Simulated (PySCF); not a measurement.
Al(Me)(OH)2 cation (CH5AlO2), SMILES [CH3][Al]([OH])[OH] (connectivity only; charge and spin as stated), charge +1, multiplicity 2.

Geometry optimised at PBE-D3(BJ)/def2-SVP. The multiplicity is an assumed one; other spin states were not compared. The isomer is the one that the SMILES or the coordinates give; other isomers of the formula were not compared. Other conformers were not sampled.

Computed with PBE-D3(BJ)/def2-SVP in PySCF 2.14.0.

Frequencies are harmonic and unscaled.

| mode | ν (cm⁻¹) | IR (km/mol) | moving atoms (share of kinetic energy) |
|---|---|---|---|
| 1 | 31 | 8.0 | H 95 % |
| 2 | 113 | 173.1 | H 56 %, O 25 %, Al 19 % |
| 3 | 133 | 0.4 | O 37 %, C 32 %, H 18 %, Al 12 % |
| 4 | 170 | 24.3 | O 44 %, H 25 %, Al 24 % |
| 5 | 193 | 5.9 | H 52 %, Al 28 %, O 20 % |
| 6 | 236 | 78.5 | H 84 %, Al 12 % |
| 7 | 351 | 198.0 | H 63 %, C 18 %, O 17 % |
| 8 | 398 | 64.0 | H 34 %, C 34 %, Al 25 % |
| 9 | 422 | 60.2 | H 87 % |
| 10 | 442 | 53.3 | H 77 %, O 23 % |
| 11 | 524 | 9.6 | H 81 %, C 14 % |
| 12 | 731 | 7.1 | O 73 %, H 18 %, Al 9 % |
| 13 | 965 | 51.8 | H 71 %, C 13 %, O 10 % |
| 14 | 1053 | 76.2 | Al 45 %, O 34 %, H 18 % |
| 15 | 1261 | 19.2 | H 90 %, C 10 % |
| 16 | 1339 | 13.3 | H 93 % |
| 17 | 2936 | 58.7 | H 99 % |
| 18 | 3091 | 38.7 | H 90 %, C 10 % |
| 19 | 3188 | 27.8 | H 90 %, C 10 % |
| 20 | 3798 | 503.1 | H 94 % |
| 21 | 3804 | 262.9 | H 94 % |
